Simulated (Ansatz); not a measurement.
Reaction (formal exchange of groups at the Se–Si bond): `CO[Si](C)(F)[SeH]` + `C[CH2][AlH2]` → `C[CH2][AlH][SeH]` + `CO[SiH](C)F`

Isolated molecules relaxed with PBE0-D4/def2-TZVP in Ansatz; ΔE leaves out vibrations. CCSD(T)/CBS adds triple-zeta CCSD(T) − MP2 to the extrapolated MP2 energy (def2 sets, frozen cores). Functionals use def2-TZVPP. B3LYP here is the variant with VWN-RPA as its local correlation; programs differ in this. For Se outer-core shells are correlated without core-valence functions, which leaves a few kJ/mol of doubt a bond. Scalar relativity is left out up to krypton. Each species was taken in one conformer, which may not be the lowest.

```tsv
level	ΔE (kJ/mol)	difference from CCSD(T)/CBS
PBE-D4	-70.2	4.0
r2SCAN-D4	-74.1	0.1
PBE0-D4	-71.6	2.6
B3LYP-D4	-70.9	3.3
ωB97X-V	-71.1	3.1
ωB97M-V	-71.5	2.7
B2PLYP	-77.2	-3.0
PBE	-74.4	-0.2
r2SCAN	-75.1	-0.9
PBE0	-75.2	-1.0
B3LYP	-77.8	-3.6
HF/def2-TZVPP	-80.6	-6.4
MP2/def2-TZVPP	-75.7	-1.5
SCS-MP2/def2-TZVPP	-76.1	-1.9
CCSD/def2-TZVPP	-76.6	-2.4
CCSD(T)/def2-TZVPP	-75.8	-1.6
HF/def2-QZVPP	-80.1	-5.9
MP2/def2-QZVPP	-74.6	-0.4
SCS-MP2/def2-QZVPP	-75.2	-1.0
HF/CBS(def2)	-80.0	-5.8
MP2/CBS(def2)	-74.1	0.1
CCSD/CBS(def2)	-75.0	-0.8
CCSD(T)/CBS	-74.2	0
```

Largest T1 diagnostic among the species: 0.011.

The D4 term adds +6.9 kJ/mol with B3LYP and +3.7 kJ/mol with PBE0; it sums over pairs of atoms, weighted by their polarisabilities, and B3LYP, whose exchange is more repulsive, gets the larger term. In def2-TZVPP, CCSD(T) changes the Hartree–Fock value by +4.8 kJ/mol (the triples alone add +0.8 kJ/mol) and MP2 by +4.9 kJ/mol.
